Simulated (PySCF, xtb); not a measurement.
B(H)(F)(OMe) (CH4BFO), SMILES COBF.

GFN2-xTB (xtb) at its own geometry gives an orbital gap of 7.05 eV and a dipole moment of 1.82 D.

Geometry: ωB97X-D3(BJ)/def2-SVP. The geometry has at least one imaginary mode, so it is a saddle point at that level. The values are those of a single conformer.

Problem. What does B3LYP/def2-TZVPD (PySCF) give? (Estimate from the structure and the level; the computed values follow.)

Solution. gap 9.01 eV (levels -9.10 and -0.09 eV), dipole 1.37 D.
